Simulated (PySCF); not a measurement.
One elementary step

Start structure (BH$_{3}$SF$_{2}$, closed shell), relaxed at PBE0-D4/def2-TZVP:

B1  (-0.530, 0.291, -0.709)
S2  (1.168, 0.700, -1.149)
F3  (-1.103, -0.756, -1.268)
F4  (-1.233, 1.004, 0.150)
H5  (0.626, -1.388, 1.571)
H6  (-0.050, -1.553, 1.840)
H7  (1.229, 1.772, -0.343)
(Å)

The step: BHSF₂ ([F][B]([F])[SH]) + H₂ → BHF₂ ([F][BH][F]) + H₂S; bonds formed: B1–H6, S2–H5; bonds broken: B1–S2, H5–H6. Program: PySCF 2.14 with density fitting (its default auxiliary sets; JK sets also for MP2 and CCSD(T)). Basis: def2-TZVPP and def2-QZVPP. Cores are frozen in the correlated methods. Extrapolation: Hartree–Fock as exp(−7.88 √X), correlation as X^−2.97. Energies below are by CCSD(T) at an estimated basis limit (MP2 extrapolated from triple and quadruple zeta, plus CCSD(T) − MP2 in triple zeta).

Q: What are the electronic barrier and the energy of the step, from the start structure to the end structure? (An estimate is asked for; the value comes from the calculation.)

A: The calculation gives: Barrier 1.800 eV; step energy 0.302 eV (uphill); reverse barrier, their difference, 1.498 eV. Barrier and step energy count from the start structure, the reverse barrier from the end structure.

The saddle point: One imaginary mode of 1089i cm⁻¹.
| pair | start (Å) | saddle (Å) | end (Å) |
| --- | --- | --- | --- |
| B1–H6 | 3.18 | 1.34 | 1.19 |
| S2–H5 | 3.47 | 1.64 | 1.34 |
| B1–S2 | 1.80 | 2.06 | 2.98 |
| H5–H6 | 0.75 | 1.07 | 3.14 |

Zero-point energy (harmonic, PBE0-D4): ZPE is 0.839 eV at the start and 0.936 eV at the saddle, so the barrier goes from 1.800 to 1.898 eV.

No T1 diagnostic of these runs exceeds 0.013. The end structure is not quite a true minimum (one mode of 37i cm⁻¹).

Labels in which every atom is bracketed show which atoms are joined, not bond orders.

For scale, one of the runs: CCSD(T)/def2-TZVPP, 177 basis functions, launched by `OMP_NUM_THREADS=4 python run.py`. Hardware: 4 CPU threads of an Intel Xeon 6975P-C, shared host. Wall time 100 s; peak host memory 2 GiB.
